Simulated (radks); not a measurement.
Computed order of ionisation of samarium. At each step one electron was removed from each of the four highest sub-shells of the ion before, moves of one valence electron (up to charge 6) and the configuration listed by NIST were tried, and the lowest configuration was kept. Level of theory: non-relativistic Kohn-Sham, PBE, spin-polarised, spherical densities, point nucleus (a radial shooting solver on a logarithmic mesh with Libxc functionals). Open shells are filled with parallel spins first.

| species | lowest configuration found | NIST configuration | margin to the next tried (eV) | IE (eV) | NIST IE (eV) | kind |
|---|---|---|---|---|---|---|
| Sm | [Xe] 4f7 6s1 | [Xe] 4f6 6s2 lies 0.884 eV higher | 0.884 | 4.458 | 5.644 | exp. |
| Sm+ | [Xe] 4f7 | [Xe] 4f6 6s1 lies 1.729 eV higher | 1.729 | 12.448 | 11.08 | semi-emp. |
| Sm2+ | [Xe] 4f6 | same | 8.033 | 28.726 | 23.6 | semi-emp. |
| Sm3+ | [Xe] 4f5 | same | 11.413 | 47.678 | 41.6 | semi-emp. |
| Sm4+ | [Xe] 4f4 | same | 6.750 | 68.792 | 62.7 | semi-emp. |
| Sm5+ | [Xe] 4f3 | same | 1.110 | 86.414 | 87 | theory |
| Sm6+ | [Kr] 4d10 4f3 5s2 5p5 | differs (not computed) | 5.378 | 100.54 | 103 | theory |
| Sm7+ | [Kr] 4d10 4f3 5s2 5p4 | differs (not computed) | 8.712 | 114.81 | 118 | theory |
| Sm8+ | [Kr] 4d10 4f3 5s2 5p3 | differs (not computed) | 12.521 | 134.91 | 141 | theory |
| Sm9+ | [Kr] 4d10 4f3 5s2 5p2 | differs (not computed) | 11.117 | 150.51 | 158 | theory |
| Sm10+ | [Kr] 4d10 4f3 5s2 5p1 | differs (not computed) | 14.541 | 166.25 | 179 | theory |
| Sm11+ | [Kr] 4d10 4f3 5s2 | same | 17.664 | 201.78 | 208 | theory |
| Sm12+ | [Kr] 4d10 4f3 5s1 | [Kr] 4d10 4f2 5s2 lies 2.799 eV higher | 2.799 | 222.31 | 237 | theory |
| Sm13+ | [Kr] 4d10 4f3 | differs (not computed) | 4.010 | 247.96 | 257 | theory |

Reference values: NIST Atomic Spectra Database (exp. = measured, semi-emp. = semi-empirical, theory = theoretical value adopted there). Relativity is left out here, which matters for elements this heavy. Open shells are spherical and high-spin; term and fine-structure splittings are not resolved. Tried without a valid solution: [Xe] 4f8.
